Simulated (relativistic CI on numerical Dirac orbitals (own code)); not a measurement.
**One change at a time: Hg¹¹⁺**

Base calculation: Dirac-Coulomb-Breit CI, orbitals from a KLI potential per configuration, QED by a radiative potential, unscaled Slater integrals.

CI space (outside the closed core [Kr] 4d10): 4f14.5s2.5p6.5d, 4f14.5s2.5p6.6s, 4f14.5s2.5p6.5f, 4f14.5s2.5p5.5d2, 4f14.5s2.5p6.6p, 4f14.5s2.5p6.5g, 4f14.5s.5p6.5d2, 4f14.5s2.5p5.5d.5f, 4f14.5s2.5p6.6d, 4f14.5s2.5p6.7s, 4f14.5s2.5p5.5d.5g, 4f14.5s2.5p5.5d.6s, 4f14.5s2.5p6.7p, 4f14.5s2.5p6.6f, 4f13.5s2.5p6.5d2, 4f14.5s.5p6.5d.5f, 4f14.5s2.5p6.7d, 4f14.5s2.5p5.5d.6p, 4f14.5s2.5p6.8s, 4f14.5s2.5p6.8p, 4f14.5s.5p6.5d.5g, 4f14.5s.5p6.6s2, 4f14.5p6.5d3, 4f14.5p5.5d4. Double excitations out of closed p, d and f shells are left out; levels of such configurations are missing from the list, as are those of other unlisted configurations, and high levels can miss mixing partners. Some configurations lack a partner that the ground configuration has and come out too high, among them 4f14.5s2.5p5.5d.5f, 4f14.5s2.5p5.5d.5g, 4f14.5s2.5p5.5d.6s, 4f13.5s2.5p6.5d2, 4f14.5s2.5p5.5d.6p.

Variants: (1) P86 correlation estimate; (2) configuration mixing switched off; (3) one mean potential for all configurations. Shifts of the energy above 4f14.5s2.5p6.5d 2D_3/2, in cm⁻¹, for the lowest level and the first level of each name with at least 55 % of one term (blank where a level changes its place among those of its configuration and J or its character, or is not in the variant):

| Level | Base | Δ(1) | Δ(2) | Δ(3) |
| --- | --- | --- | --- | --- |
| 4f14.5s2.5p6.5d 2D_3/2 | 0 | 0 | 0 | 0 |
| 4f14.5s2.5p6.5d 2D_5/2 | 25009 | 0 | -17 | -50 |
| 4f14.5s2.5p6.6s 2S_1/2 | 336746 | +6760 | +344 | -316 |
| 4f14.5s2.5p6.6p 2P°_1/2 | 462900 | +7571 | -2123 | -263 |
| 4f14.5s2.5p5.5d2 4D°_1/2 | 465088 | +1555 | -6423 | -290 |
| 4f14.5s2.5p5.5d2 4D°_3/2 | 467340 | +1677 | -5980 | -283 |
| 4f14.5s2.5p5.5d2 4D°_7/2 | 495552 | +1736 | -4305 | -270 |
| 4f14.5s2.5p5.5d2 4G°_9/2 | 497367 | +1686 | -4428 | -237 |
| 4f14.5s2.5p5.5d2 4G°_11/2 | 505403 | +1688 | -4026 | -225 |
| 4f14.5s2.5p6.6p 2P°_3/2 | 516220 | +7473 | -3593 | -189 |
| 4f14.5s2.5p5.5d2 2F°_7/2 | 524110 | +2144 | -2128 | -318 |
| 4f14.5s2.5p5.5d2 4F°_9/2 | 530208 | +1681 | -5497 | -303 |
| 4f14.5s2.5p5.5d2 2H°_11/2 | 530552 | +1690 | -3882 | -261 |
| 4f14.5s2.5p5.5d2 2G°_9/2 | 549387 | +1685 | -4977 | -329 |
| 4f14.5s2.5p5.5d2 2P°_1/2 | 550099 | +1685 | -6068 | -326 |
| 4f14.5s2.5p5.5d2 2P°_3/2 | 586531 | +1682 | -5292 | -399 |
| 4f14.5s2.5p6.6d 2D_3/2 | 706220 | +7340 | -3305 | +54 |
| 4f14.5s2.5p6.6d 2D_5/2 | 715992 | +7337 | -3611 | +78 |
| 4f14.5s2.5p5.5d.6s 4P°_1/2 | 807796 | +7962 | -7262 | +279 |
| 4f14.5s2.5p5.5d.6s 4P°_3/2 | 818922 | +7961 | -7258 | +270 |
| 4f14.5s2.5p6.7s 2S_1/2 | 822477 | +7523 | -6347 | +427 |
| 4f14.5s2.5p5.5d.6s 2P°_1/2 | 827203 | +7953 | -7170 | +291 |

At this charge transitions that keep the count of f electrons are usually good to a few per cent. Terms inside the open d or f shell come out 10 to 20 % too wide with unscaled integrals. Levels and lines within the n = 5 or 6 shells can be off by up to 10 % or somewhat more, and those that change n by about 2 %, since core polarisation is missing. Levels that differ in their count of f electrons can be misplaced by several ten thousand cm⁻¹, since the correlation energy of f electrons is missing or only estimated; rates across such gaps can be off by orders of magnitude.

Ionisation energy from one configuration of each of the two ions, the ground ones as tabulated or assumed: base 191.985 eV; P86 correlation estimate 193.437 eV. The NIST ASD value (semi-empirical) is 192.7 ± 1.7 eV.

LS names give the leading component of a level, which can be under half, so a name can repeat, a term be missing and a line seem to break the LS rules.
